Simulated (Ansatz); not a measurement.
Question: Name a neutral molecule of B, Ge, N, S and H with zero-point energy (PBE0-D4/def2-TZVP) between 171 and 187 kJ/mol and LUMO energy (PBE0/def2-TZVPP) between 0.05 and 0.35 eV (Ansatz, PBE0-D4/def2-TZVP geometry).

Answer: `NB[S][GeH3]` (173.1 kJ/mol, 0.11 eV). Other molecules can fit too; these were computed, each in one conformer that needn't be the lowest.
